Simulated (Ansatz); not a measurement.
Start from `C=C(F)[SiH2][AlH2]` and change one atom or group to get `C=[C](F)[GeH2][CH3]`.

Ansatz, PBE0-D4/def2-TZVP geometries, multiplicity 1. Each molecule was computed in one conformer, which needn't be the lowest.

Scalar relativity is left out up to krypton.

```
                                          property  `C=C(F)[SiH2][AlH2]`
               LUMO energy (B3LYP/def2-TZVPP) / eV                 -2.44
             HOMO–LUMO gap (B3LYP/def2-TZVPP) / eV                  5.04
           HOMO–LUMO gap (ωB97M-V/def2-TZVPP) / eV                  9.16
             LUMO energy (ωB97M-V/def2-TZVPP) / eV                 -0.63
              HOMO–LUMO gap (PBE0/def2-TZVPP) / eV                  5.46
size of the dipole moment (ωB97M-V/def2-TZVPP) / D                  1.67
```

(1) Give the same properties after the change, and the shifts. (Best estimate.)

## Answers

(1) The calculation gave: 
| property | `C=[C](F)[GeH2][CH3]` | shift |
| --- | --- | --- |
| LUMO energy (B3LYP/def2-TZVPP) / eV | -0.30 | 2.14 |
| HOMO–LUMO gap (B3LYP/def2-TZVPP) / eV | 7.09 | 2.05 |
| HOMO–LUMO gap (ωB97M-V/def2-TZVPP) / eV | 11.92 | 2.76 |
| LUMO energy (ωB97M-V/def2-TZVPP) / eV | 2.05 | 2.68 |
| HOMO–LUMO gap (PBE0/def2-TZVPP) / eV | 7.55 | 2.09 |
| size of the dipole moment (ωB97M-V/def2-TZVPP) / D | 2.02 | 0.35 |

With PBE0 the HOMO rises by 0.10 eV and the LUMO rises by 2.19 eV, so the gap widens by about 2.09 eV. PBE moves the HOMO by 0.13 eV and ωB97M-V by -0.08 eV. Dipoles are sizes alone; their direction can turn.

B3LYP here is the variant with VWN-RPA as its local correlation; programs differ in this.
